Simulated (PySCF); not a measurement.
NMR data simulated for an unnamed compound:

¹H NMR (400 MHz, computed): δ 6.67 (m, 1H), 5.75 (m, 1H), 5.24 (m, 1H), 4.22 (m, 1H), 3.57 (m, 1H).

¹³C{¹H} NMR (computed): δ 169.8 (C), 149.5 (CH), 122.4 (CH), 105.0 (CH), 76.1 (CH), 44.3 (CH).

PySCF calculation with PBE0/pcSseg-1 with gauge-including orbitals and coordinates at the GFN2-xTB level; a single conformation, gas phase, relativity neglected.

Scale: ¹H and ¹³C vs TMS (reference shieldings calculated alike).

Question: Which of these does the molecule contain: a nitrile, a CF3 group, a three-membered ring, a non-aromatic C=C double bond?

Answer: 
- A nitrile: no.
- A CF3 group: no.
- A three-membered ring: no.
- A non-aromatic C=C double bond: yes.

The data belong to SMILES FC1=C[C@H](C(F)F)C=CO1, C$_{6}$H$_{5}$F$_{3}$O; they needn't prove each group on their own.

Carbon signals by region: 1 in the far downfield region (above 160 ppm), 3 in the sp2 and nitrile region (100–160 ppm), 1 at 50–100 ppm, 1 below 50 ppm. Above 160 ppm: 169.8, alkene carbon bearing oxygen.

Splittings by ¹⁹F in the carbon and heteronuclear signals aren't shown, as no couplings were computed. Shifts are as computed. Against solution values, carbons near 30 ppm lie about +3 ppm off and those near 130 ppm about +5 ppm. Of 1211 compounds with measured shifts, 218 miss one by over three times the rms of a fit or turn the order of signals round; such compounds aren't used in these exercises. No couplings were computed; multiplicities are counted from neighbouring protons, with m where these are inequivalent, close in shift, in a saturated or five-membered ring or joined by F or P, and br s for small geminal =CH2 splittings.
